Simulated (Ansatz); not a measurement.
Two members of one family (Series [CuX2]-), computed with Ansatz in the gas phase; def2 core potentials for I, no spin–orbit coupling. The two geometries come from different levels. A dash marks a value that wasn't run or was left out as unsound. The structures are stationary points that may keep the symmetry of their start. Remarks come from the PBE and PBE0 runs and from stability tests at other levels; not every state was tested. HOMO above LUMO (over both spins in singlets and doublets, within one spin in higher multiplets; at PBE or PBE0), or a gap under 0.15 eV within one spin, warns that the state may not be the lowest or that an electron is smeared out.

First: [CuBr2]- (singlet, charge -1, PBE-D4/def2-TZVPD geometry).

```xyz
3

Cu    0.0001   -0.0003   -0.0001
Br    0.9459   -2.0193   -0.4381
Br   -0.9460    2.0196    0.4382
```

```csv
level,HOMO (eV),vertical IE (eV)
PBE-D4/def2-SVPD,-0.77,–
PBE-D4/def2-TZVPD,-0.88,–
r2SCAN-D4/def2-TZVPD,-1.00,4.03
PBE0-D4/def2-SVPD,-2.42,–
PBE0-D4/def2-TZVPD,-2.48,4.30
```

Metal–donor distances: 2 × Br 2.27 Å. Remarks: gap within one spin near zero at PBE or PBE0 (neutral doublet), HOMO above LUMO (neutral doublet).

Second: [CuI2]- (singlet, charge -1, r2SCAN-D4/def2-TZVPD geometry).

```xyz
3

Cu    0.000    0.000    0.000
I    -0.210   -1.483    1.916
I     0.210    1.482   -1.916
```

Task: Estimate the same table for the second.

Result: 
```csv
level,HOMO (eV),vertical IE (eV)
PBE-D4/def2-SVPD,-1.01,–
PBE-D4/def2-TZVPD,-1.14,–
r2SCAN-D4/def2-TZVPD,-1.28,3.90
PBE0-D4/def2-SVPD,-2.46,–
PBE0-D4/def2-TZVPD,-2.52,4.18
```

Metal–donor distances: 2 × I 2.43 Å. Remarks: gap within one spin near zero at PBE or PBE0 (neutral doublet), HOMO above LUMO (neutral doublet).
